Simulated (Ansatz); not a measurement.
Gas-phase electronic energies from Ansatz, PBE0-D4/def2-TZVP geometries. CCSD(T)/CBS is the MP2 limit (def2-TZVPP, def2-QZVPP) plus CCSD(T) − MP2 in def2-TZVPP, frozen cores. DFT in def2-TZVPP. HSE06 is defined as in plane-wave codes. For V outer-core shells are correlated without core-valence functions, which leaves a few kJ/mol of doubt a bond. Scalar relativity is left out up to krypton. Each species was taken in one conformer, which may not be the lowest.

Reaction (redistribution): `[NH2][V](=[O])([OH])[Cl]` + `BBN` → `[NH2][V]([NH2])(=[O])[OH]` + `BBCl`

Q: Is it downhill or uphill in electronic energy at CCSD(T)/CBS, and by how much? (Best estimate.)

A: The calculation gave: Uphill: ΔE = +1.04 eV.

Q: What do these levels give: PBE-D4, BLYP-D4, r2SCAN-D4, HSE06-D4, ωB97X-V, BLYP, r2SCANh, MP2/def2-SVP, SCS-MP2/def2-TZVPP, HF/def2-QZVPP, HF/CBS(def2), MP2/CBS(def2)? (Estimate.)

A: Ansatz gave: PBE-D4 1.12, BLYP-D4 1.10, r2SCAN-D4 1.13, HSE06-D4 1.12, ωB97X-V 1.08, BLYP 1.12, r2SCANh 1.12, MP2/def2-SVP 1.39, SCS-MP2/def2-TZVPP 1.25, HF/def2-QZVPP 1.04, HF/CBS(def2) 1.04, MP2/CBS(def2) 1.25 eV.

Q: What do rigid-rotor, harmonic-oscillator terms from PBE0-D4/def2-TZVP frequencies (298.15 K, 1 bar) make of the CCSD(T)/CBS value? (Best estimate.)

A: Computed: ΔZPE = -0.09 eV, ΔH = +0.97 eV, ΔS = 15 J/(mol·K), ΔG = +0.92 eV.

Largest T1 diagnostic among the species: 0.033, so the coupled-cluster value is less sure than usual.

In def2-TZVPP, CCSD(T) changes the Hartree–Fock value by +0.05 eV (the triples alone add +0.03 eV) and MP2 by +0.26 eV. At CCSD(T), def2-SVP lies +0.13 eV from the extrapolated value and def2-TZVPP +0.04 eV. Leaving LDA and LC-ωPBE aside and taking each functional with its dispersion term where it has one, the values, not all of them listed here, spread over 0.12 eV, from ωB97X-V to B2PLYP. LDA lies +0.05 eV from PBE without D4.
